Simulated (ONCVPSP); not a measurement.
An all-electron radial function and its pseudo partner (aluminium (Al))

Columns: radius, all-electron u(r) and pseudo u(r) of the 3s shell (level -7.84 eV) of aluminium in the configuration [Ne] 3s2 3p1; LDA (Perdew-Zunger), scalar-relativistic, ONCV scheme, ONCVPSP 4.0.1.

```csv
r (bohr),all-electron,pseudo
0.130,0.0676,0.0150
0.260,-0.1882,0.0344
0.390,-0.2986,0.0616
0.520,-0.2701,0.0985
0.650,-0.1634,0.1454
0.780,-0.0249,0.2016
0.910,0.1179,0.2657
1.040,0.2502,0.3353
1.170,0.3649,0.4073
1.300,0.4598,0.4771
1.430,0.5348,0.5403
1.560,0.5915,0.5926
1.690,0.6318,0.6318
1.820,0.6576,0.6576
1.950,0.6712,0.6712
2.080,0.6745,0.6745
2.210,0.6694,0.6694
2.340,0.6575,0.6575
2.470,0.6403,0.6403
2.600,0.6191,0.6190
2.730,0.5948,0.5948
2.860,0.5684,0.5684
2.990,0.5407,0.5407
3.120,0.5123,0.5123
3.250,0.4836,0.4836
3.380,0.4551,0.4551
```

(1) How many radial nodes do the two functions have?

(2) At about which radius was the pseudo-wave matched?

(3) Is the pseudo-wave norm-conserving?

Answers

(1) The all-electron 3s function has n − l − 1 = 2; the pseudo-wave has 0, since the states of the same l below it are removed with the core.

(2) 2.00 bohr. The columns agree to 0.0005 from 1.69 bohr on; several derivatives are matched, so the curves merge somewhat inside the radius.

(3) Yes: the ONCV scheme keeps the norm inside the radius equal to the all-electron one, which fixes the energy derivative of the logarithmic derivative at the level.
